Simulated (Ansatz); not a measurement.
Nudged elastic band run: CH$_{3}$ClNSi, charge -1

Input:

```yaml
crystal:
  periodic: [false, false, false]
  atoms:
    - { symbol: "N", position_ang: [-0.548097, 1.268601, -0.06124] }
    - { symbol: C, position_ang: [-0.841793, -0.019933, -0.106096] }
    - { symbol: Si, position_ang: [0.552111, -1.165216, -0.597082] }
    - { symbol: Cl, position_ang: [0.04644, -3.06392, 0.436821] }
    - { symbol: H, position_ang: [0.404583, 1.690997, -0.118872] }
    - { symbol: H, position_ang: [-1.267419, 1.990132, 0.050912] }
    - { symbol: H, position_ang: [1.654184, -0.700671, 0.395555] }
total_charge: -1
basis:
  gaussian: { orbitals: def2-SVP }
hamiltonian:
  xc: r2scan
  dispersion: d4
neb:
  order_check: false
  images: 4
  f_tol: 0.03
  max_iterations: 60
  climbing: false
  final_atoms:
    - { symbol: "N", position_ang: [-0.54761515, 1.26920703, -0.09625686] }
    - { symbol: C, position_ang: [-0.84028907, -0.01052423, 0.06212084] }
    - { symbol: Si, position_ang: [0.52357546, -1.09471035, 0.73754726] }
    - { symbol: Cl, position_ang: [0.05567134, -3.09427915, -0.10642669] }
    - { symbol: H, position_ang: [0.39942637, 1.70300587, -0.03184083] }
    - { symbol: H, position_ang: [-1.26283608, 1.96886655, -0.31798254] }
    - { symbol: H, position_ang: [1.67207613, -0.74157572, -0.2471632] }
  initial_path:
    images:
      - { positions_ang: [[-0.548097, 1.268601, -0.06124], [-0.841793, -0.019933, -0.106096], [0.552111, -1.165216, -0.597082], [0.04644, -3.06392, 0.436821], [0.404583, 1.690997, -0.118872], [-1.267419, 1.990132, 0.050912], [1.654184, -0.700671, 0.395555]] }
      - { positions_ang: [[-0.57967043, 1.36115121, -0.07850334], [-0.82345047, 0.00564124, -0.08092644], [0.56660426, -1.09333246, -0.33378539], [0.03025899, -3.07936004, 0.36227927], [0.37079111, 1.76338249, -0.10087275], [-1.37278207, 1.97986671, -0.03858911], [1.8082576, -0.93735915, 0.27039577]] }
      - { positions_ang: [[-0.61124385, 1.45370142, -0.09576669], [-0.80510793, 0.03121549, -0.05575688], [0.58109752, -1.02144893, -0.07048879], [0.01407798, -3.09480007, 0.28773754], [0.33699923, 1.83576798, -0.08287349], [-1.47814514, 1.96960142, -0.12809023], [1.96233119, -1.17404731, 0.14523653]] }
      - { positions_ang: [[-0.61114748, 1.45382262, -0.10277006], [-0.80480714, 0.03309724, -0.02211351], [0.57539041, -1.0073478, 0.19643706], [0.01592424, -3.1008719, 0.179088], [0.3359679, 1.83816975, -0.06546726], [-1.47722856, 1.96534833, -0.20186913], [1.96590962, -1.18222825, 0.01669289]] }
      - { positions_ang: [[-0.57938131, 1.36151483, -0.09951346], [-0.82254811, 0.01128651, 0.02000367], [0.54948294, -1.05102907, 0.46699216], [0.03579779, -3.09757552, 0.03633066], [0.36769713, 1.77058781, -0.04865404], [-1.37003232, 1.96710744, -0.25992583], [1.81899287, -0.96190199, -0.11523515]] }
      - { positions_ang: [[-0.54761515, 1.26920703, -0.09625686], [-0.84028907, -0.01052423, 0.06212084], [0.52357546, -1.09471035, 0.73754726], [0.05567134, -3.09427915, -0.10642669], [0.39942637, 1.70300587, -0.03184083], [-1.26283608, 1.96886655, -0.31798254], [1.67207613, -0.74157572, -0.2471632]] }
```

Command:

```bash
$ ansatz run input.yaml --threads 1 --pin off --max-ram 2048MiB --backend cpu --events-out ev --progress --plain --runs-dir out
```

Output, in part (warnings, iteration lines, the closing report on the highest movable image, with atoms numbered from 0):

```
NEB end point (image 0): max|allowed force component| = 5.747e-3 eV/Å (the criterion of neb.relax_end_points is 1.000e-2)
NEB end point (image 5): max|allowed force component| = 1.147e-2 eV/Å (the criterion of neb.relax_end_points is 1.000e-2)
NEB iter   1: max|band force component| = 2.843e0 eV/Å  barrier→ = 0.8906 eV  barrier← = 0.8906 eV  Δτ_max = 0.1944 Å  (172 SCF iters)
NEB iter   2: max|band force component| = 2.442e0 eV/Å  barrier→ = 0.5710 eV  barrier← = 0.5710 eV  Δτ_max = 0.1487 Å  (141 SCF iters)
NEB iter   3: max|band force component| = 1.568e0 eV/Å  barrier→ = 0.4189 eV  barrier← = 0.4188 eV  Δτ_max = 0.0608 Å  (122 SCF iters)
NEB iter   4: max|band force component| = 4.159e-1 eV/Å  barrier→ = 0.3806 eV  barrier← = 0.3806 eV  Δτ_max = 0.0519 Å  (126 SCF iters)
NEB iter   5: max|band force component| = 1.517e-1 eV/Å  barrier→ = 0.3681 eV  barrier← = 0.3680 eV  Δτ_max = 0.0211 Å  (124 SCF iters)
NEB iter   6: max|band force component| = 9.051e-2 eV/Å  barrier→ = 0.3591 eV  barrier← = 0.3591 eV  Δτ_max = 0.0152 Å  (128 SCF iters)
NEB iter   7: max|band force component| = 7.810e-2 eV/Å  barrier→ = 0.3564 eV  barrier← = 0.3564 eV  Δτ_max = 0.0119 Å  (130 SCF iters)
NEB iter   8: max|band force component| = 3.632e-2 eV/Å  barrier→ = 0.3537 eV  barrier← = 0.3537 eV  Δτ_max = 0.0115 Å  (133 SCF iters)
NEB iter   9: max|band force component| = 2.180e-2 eV/Å  barrier→ = 0.3508 eV  barrier← = 0.3508 eV  Δτ_max = 0.0000 Å  (256 SCF iters)
Total energy: -22963.64350605 eV, -843.8983335308 hartree
Atom 0 at    -0.629001     1.441589    -0.145513 Å, force     0.003889    -0.000680    -0.133244 eV/Å
Atom 1 at    -0.594538     0.095276    -0.081167 Å, force    -0.000237    -0.029397    -0.219985 eV/Å
Atom 2 at     0.582055    -1.099898     0.326093 Å, force    -0.016942     0.055855     0.871689 eV/Å
Atom 3 at    -0.080648    -3.171914     0.143062 Å, force    -0.001083    -0.010948    -0.220748 eV/Å
Atom 4 at     0.180625     2.072496    -0.131613 Å, force     0.002377    -0.003547    -0.007088 eV/Å
Atom 5 at    -1.515334     1.944194    -0.125473 Å, force    -0.000627     0.003434     0.041152 eV/Å
Atom 6 at     2.056848    -1.281754     0.014609 Å, force     0.012622    -0.014717    -0.331775 eV/Å
Dipole moment:     0.038673     0.447365    -0.131752 e Å
```

The run converged. No image climbed, so the highest image needn't sit at the top of the path. Limits of this set-up: an anion without diffuse functions, the dipole of an ion depends on the origin.

Final band (atoms are numbered from 1 in the order of the input):

```json
{"image": "0", "path coordinate (Å)": "0.00", "energy (kcal/mol)": "0.0", "height of N1 over the plane of its neighbours (Å)": "0.00"}
{"image": "1", "path coordinate (Å)": "0.57", "energy (kcal/mol)": "1.0", "height of N1 over the plane of its neighbours (Å)": "0.02"}
{"image": "2", "path coordinate (Å)": "1.15", "energy (kcal/mol)": "7.9", "height of N1 over the plane of its neighbours (Å)": "0.02"}
{"image": "3", "path coordinate (Å)": "1.72", "energy (kcal/mol)": "8.1", "height of N1 over the plane of its neighbours (Å)": "-0.03"}
{"image": "4", "path coordinate (Å)": "2.30", "energy (kcal/mol)": "1.1", "height of N1 over the plane of its neighbours (Å)": "-0.02"}
{"image": "5", "path coordinate (Å)": "2.87", "energy (kcal/mol)": "0.0", "height of N1 over the plane of its neighbours (Å)": "0.00"}
```

Run time: 4.2 min on 1 thread of Intel(R) Xeon(R) Processor @ 2.50GHz (Skylake/Cascade Lake), with other jobs on the host, peak memory 0.17 GiB.
